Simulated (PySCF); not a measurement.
# Working out the ionisation energy of Xe⁺

Xe⁺ [Kr] 4d10 5s2 5p5 (2P) → Xe²⁺ [Kr] 4d10 5s2 5p4 (3P). Calculation: PySCF 2.14, in aug-cc-pVTZ-PP with ECP28MDF (6s5p4d2f, 55 functions); a scalar-relativistic core potential. Frozen: 4s2 4p6 4d10. Energies in hartree (1 hartree = 27.21139 eV):

| part | Xe⁺ (lower) | Xe²⁺ (upper) |
| --- | --- | --- |
| UHF | -327.877320 | -327.139535 |
| MP2 opposite-spin | -0.092344 | -0.071542 |
| MP2 same-spin | -0.026511 | -0.020315 |

Problem. What does Hartree-Fock give?

Solution. (-327.139535) − (-327.877320) = 0.737785 hartree = 20.076 eV.

Problem. What do MP2 and SCS-MP2 (6/5 opposite-spin, 1/3 same-spin) give?

Solution. The opposite-spin parts differ by 0.566 eV and the same-spin parts by 0.169 eV. MP2: 20.076 + (0.566) + (0.169) = 20.811 eV. SCS-MP2: 20.076 + 1.2 × (0.566) + (0.169)/3 = 20.812 eV.

Reference: 20.975 eV (semi-empirical (NIST evaluation); NIST Atomic Spectra Database, ionization energies), between the lowest levels; spin-orbit coupling is absent from the calculation.

What remains against the reference includes basis incompleteness, the frozen core and correlation beyond second order.
